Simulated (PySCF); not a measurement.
**Working out the excitation energy of K**

K [Ar] 4s1 (2S) → K [Ar] 3d1 (2D). All numbers are calculated (PySCF 2.14, scalar relativity by spin-free X2C-1e, in x2c-TZVPPall). Frozen: [Ne]. Energies in hartree (1 hartree = 27.21139 eV):

```
            part    K (lower)    K (upper)
             UHF  -601.449406  -601.323573
CCSD correlation    -0.170820    -0.164787
             (T)    -0.002080    -0.001849
```

Question: What does Hartree-Fock give?

Answer: (-601.323573) − (-601.449406) = 0.125833 hartree = 3.424 eV.

Question: What do CCSD and CCSD(T) give?

Answer: The CCSD correlation energies differ by 0.006033 hartree = 0.164 eV and the triples by 0.000231 hartree = 0.006 eV, so CCSD gives 3.588 eV and CCSD(T) 3.594 eV.

Measured between the centres of the two terms (NIST): 2.670 eV, so CCSD(T) (valence and next inner shell) is off by 0.924 eV.

What remains against the reference includes basis incompleteness, the frozen core and higher excitations.
